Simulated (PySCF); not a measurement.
Computed data sheet: `COB(OC)OC`

C3H9BO3.
Numbering: `[CH3:1][O:2][B:3]([O:4][CH3:5])[O:6][CH3:7]` (hydrogens: H8, H9, H10 on C1; H11, H12, H13 on C5; H14, H15, H16 on C7)

Some functional groups and rings: three-coordinate boron.

From PBE0-D3(BJ)/def2-SVP geometry optimisation, gas phase (PySCF):

```
Rotational constants A, B, C : 2.673, 2.656, 1.367 GHz
```

CAM-B3LYP/def2-SVPD ground state, ΔSCF and vertical TDDFT (core frozen in the response) (PySCF):

```
Dipole moment                                                     : 0.05 D
HOMO energy                                                       : -9.66 eV
LUMO energy                                                       : 0.94 eV
HOMO–LUMO gap                                                     : 10.60 eV
Lowest singlet excitation                                         : 7.64 eV (162 nm, f = 0.000 summed over 2 states within 0.01 eV)
Lowest triplet excitation (Tamm–Dancoff)                          : 7.51 eV
Static isotropic polarisability                                   : 63.3 au
Vertical ionisation energy                                        : 10.50 eV
Electronic spatial extent ⟨r²⟩ about the centre of nuclear charge : 898 bohr²
```

From PBE0/pcSseg-1 ground state and GIAO shieldings, non-relativistic (PySCF):

```
Lowest Hirshfeld atomic charge                              : -0.19 e on O2/O4/O6
Highest Hirshfeld atomic charge                             : +0.28 e on B3
13C chemical shifts (computed TMS as zero) by class         : 52.3 (C1/C5/C7) ppm
1H chemical shifts (computed TMS as zero) by class          : 3.49 (H8/H9/H10/H11/H12/H13/H14/H15/H16) ppm
Isotropic shieldings of nuclei other than C and H, by class : 83 (B3), 272 (O2/O4/O6) ppm
Mayer bond orders between heavy atoms                       : C1–O2 0.89, O2–B3 1.13, B3–O4 1.13, O4–C5 0.89, B3–O6 1.13, O6–C7 0.89
```

**B3LYP/pcJ-1 indirect spin-spin coupling, non-relativistic, gas phase; spin–dipole term left out for some pairs (PySCF)**

```
Largest of the computed one-bond spin–spin couplings (means over like bonds) : 13C–1H +148.0 (C1–H8 and 8 like it), 17O–11B -20.6 (O2–B3 and 2 like it), 17O–13C +17.0 (O2–C1 and 2 like it) Hz
```

delta-SCF UKS SCAN, pcX-2 on the ionised atom, pcseg-1 elsewhere, spin-free X2C (PySCF):

```
Core binding energies : B1s 197.4 (B3), C1s 292.2 (C1/C5/C7), O1s 538.4 (O2/O4/O6) eV
```

Monoisotopic mass from the formula: 104.0645 u.

No computed singlet falls in the visible range (750 to 380 nm, 1.65 to 3.26 eV); S1 lies 4.38 eV above its blue end. The vertical singlet–triplet gap S1 − T1 is 0.13 eV (TDDFT singlet less Tamm–Dancoff triplet). The ΔSCF ionisation energy exceeds −ε(HOMO) by 0.84 eV with CAM-B3LYP. The principal polarisabilities are 51.9, 68.9 and 69.1 au; their mean is the isotropic value. With B = h/(8π²I), that is 505.379 GHz u Å² over I, the principal moments of inertia are 189.0, 190.3 and 369.7 u Å² (most abundant isotopes). The rotational constants are those of a nearly oblate symmetric top. S1 lies 2.96 eV below the HOMO–LUMO gap.

 NMR classes are plain means over equivalent atoms (diastereotopic ones count apart unless rotation or inversion swaps them), as if these changed places fast; in this geometry the members of some classes differ.

For the NMR shielding job (PBE0/pcSseg-1), on one thread, Arm Neoverse V1, no GPU (shared host), this took 18 s.

Shape of the structure used: `[CH3:1][O:2][B:3]([O:4][CH3:5])[O:6][CH3:7]`: C1–O2–B3–O4 179°, O2–B3–O4–C5 0°, O2–B3–O6–C7 179°.

One conformer stands for the species.
